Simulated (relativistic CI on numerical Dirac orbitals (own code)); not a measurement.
**Mo2+ (4d4) in a crystal field**

Calculated by Dirac-Coulomb-Breit CI, orbitals from a KLI potential per configuration, model QED, valence Slater integrals scaled by 0.7, one configuration in a parametric crystal field (own radial code).

Field parameters in Wybourne normalisation: D3d B²₀ = −7Dσ, B⁴₀ = −14Dq − 21Dτ, B⁴₃ = −14√(10/7) Dq; D4h B²₀ = −7Ds, B⁴₀ = 21(Dq − Dt), B⁴₄ = 21√(5/14) Dq; Oh B⁴₀ = 21Dq, B⁴₄ = √(5/14) B⁴₀; Td as Oh with Dq negative (B⁴₀ = 21Dq, B⁴₄ = √(5/14) B⁴₀). The field is a parameter set, without covalency.

S and J are read from ⟨S²⟩ = S(S + 1) and ⟨J²⟩ = J(J + 1) of each level; they are not fictitious spins.

Td, 10Dq = -9700 cm⁻¹, the lowest 16 levels:

| E (cm⁻¹) | Degeneracy | Irrep | S | J |
| --- | --- | --- | --- | --- |
| 0.0 | 1 | A1 | 0.44 | 4.36 |
| 1463 | 1 | A1 | 1.82 | 2.54 |
| 1468 | 3 | T1 | 1.93 | 2.36 |
| 1640 | 3 | T2 | 1.96 | 2.41 |
| 2097 | 2 | E | 1.97 | 3.21 |
| 2181 | 3 | T1 | 1.99 | 3.24 |
| 2512 | 3 | T2 | 1.99 | 3.75 |
| 4526 | 3 | T1 | 1.12 | 3.66 |
| 4667 | 2 | E | 1.03 | 3.93 |
| 4728 | 1 | A1 | 1.06 | 3.60 |
| 4812 | 3 | T2 | 1.05 | 4.04 |
| 6864 | 1 | A2 | 1.00 | 3.95 |
| 7182 | 3 | T2 | 1.01 | 4.24 |
| 7403 | 3 | T1 | 0.93 | 4.44 |
| 7726 | 2 | E | 1.02 | 4.43 |
| 9136 | 3 | T1 | 0.31 | 5.10 |

D4h, 10Dq = 36450, Ds = -700, Dt = 650 cm⁻¹, the lowest 16 levels:

```tsv
E (cm⁻¹)	Degeneracy	Irrep	S	J
0.0	1	A1	1.00	4.06
62.1	2	E	1.00	4.05
5048	1	A1	1.00	4.16
5061	1	A2	1.00	4.23
5374	2	E	1.00	4.01
5473	1	B2	0.89	3.94
5565	1	B1	0.96	3.83
6866	1	B2	0.26	4.36
7362	1	B1	0.12	4.43
11250	1	A1	0.01	4.31
11869	2	E	0.01	4.48
21948	1	A1	0.01	3.98
22898	1	B1	2.00	2.98
22899	2	E	2.00	2.98
22903	1	A2	2.00	2.96
22903	1	A1	2.00	2.96
```

Td, 10Dq = -11000 cm⁻¹, the lowest 16 levels:

```tsv
E (cm⁻¹)	Degeneracy	Irrep	S	J
0.0	1	A1	0.17	4.53
3519	1	A1	1.79	2.53
3630	3	T1	1.83	2.58
3888	3	T2	1.91	2.53
4358	2	E	1.92	3.30
4494	3	T1	1.98	3.24
4832	3	T2	1.98	3.76
5803	3	T1	1.26	3.51
5826	2	E	1.10	3.86
5949	1	A1	1.24	3.40
5993	3	T2	1.13	3.94
8101	1	A2	1.00	3.92
8434	3	T2	1.02	4.19
8660	3	T1	0.92	4.43
8989	2	E	1.02	4.39
10275	3	T1	0.29	5.10
```

Oh, 10Dq = 20550 cm⁻¹, the lowest 10 levels:

```json
{"E (cm⁻¹)": "0.0", "Degeneracy": "1", "Irrep": "A1", "S": "1.01", "J": "4.36"}
{"E (cm⁻¹)": "414", "Degeneracy": "3", "Irrep": "T1", "S": "1.01", "J": "4.22"}
{"E (cm⁻¹)": "1010", "Degeneracy": "2", "Irrep": "E", "S": "1.01", "J": "3.81"}
{"E (cm⁻¹)": "1014", "Degeneracy": "3", "Irrep": "T2", "S": "1.00", "J": "3.86"}
{"E (cm⁻¹)": "7020", "Degeneracy": "3", "Irrep": "T2", "S": "0.03", "J": "4.55"}
{"E (cm⁻¹)": "7755", "Degeneracy": "2", "Irrep": "E", "S": "0.04", "J": "4.64"}
{"E (cm⁻¹)": "8358", "Degeneracy": "1", "Irrep": "A2", "S": "2.00", "J": "3.00"}
{"E (cm⁻¹)": "8375", "Degeneracy": "3", "Irrep": "T2", "S": "2.00", "J": "2.98"}
{"E (cm⁻¹)": "8393", "Degeneracy": "2", "Irrep": "E", "S": "1.99", "J": "2.96"}
{"E (cm⁻¹)": "8407", "Degeneracy": "3", "Irrep": "T1", "S": "1.99", "J": "2.94"}
```

D3d, 10Dq = 18700, Dσ = -1030, Dτ = -170 cm⁻¹, the lowest 16 levels:

```csv
E (cm⁻¹),Degeneracy,Irrep,S,J
0.0,1,A1,1.01,4.25
151,1,A2,1.02,4.23
462,2,E,1.01,4.04
842,2,E,1.01,3.82
4147,1,A1,0.92,4.07
4250,2,E,1.07,3.95
4931,1,A1,0.33,4.33
7025,1,A2,2.00,2.96
7046,2,E,1.97,2.98
7095,2,E,1.96,3.03
7112,1,A1,1.98,3.04
7136,1,A2,1.99,3.03
7139,2,E,1.90,3.05
7162,1,A1,1.97,2.97
7346,2,E,0.38,4.47
10608,2,E,0.03,4.72
```

The free-ion ground term has S = 2. The field overcomes the spin-pairing energy for Td, 10Dq = -9700 cm⁻¹; D4h, 10Dq = 36450, Ds = -700, Dt = 650 cm⁻¹; Td, 10Dq = -11000 cm⁻¹; Oh, 10Dq = 20550 cm⁻¹; D3d, 10Dq = 18700, Dσ = -1030, Dτ = -170 cm⁻¹, where the ground state has lower spin; these fields are assumed values.

Levels of this model without a field, named by their leading LS term (the scale mimics covalency, so terms lie below those of the real free ion): ⁵D0 0, ⁵D1 216, ⁵D2 600, ⁵D3 1104, ⁵D4 1695, ³H4 10886, ³P0 10935, ³H5 11388 cm⁻¹.
